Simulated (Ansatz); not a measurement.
Ansatz results at the PBE0-D4/def2-TZVP geometry: LUMO energy (ωB97M-V/def2-TZVPP) -0.04 eV; HOMO energy (ωB97M-V/def2-TZVPP) -9.67 eV; HOMO–LUMO gap (PBE0/def2-TZVPP) 5.79 eV.

**Question.** Which molecule gave them?
A. `[SiH3][SnH]([Cl])[I]`
B. `CNBB(O)S`
C. `CBC=O`
D. `[NH2][Al]([F])[SiH3]`

**Answer.** A. The others give `CNBB(O)S`: 0.96, -9.60, 6.42; `[NH2][Al]([F])[SiH3]`: 0.81, -10.12, 6.91; `CBC=O`: 0.49, -9.40, 5.52.
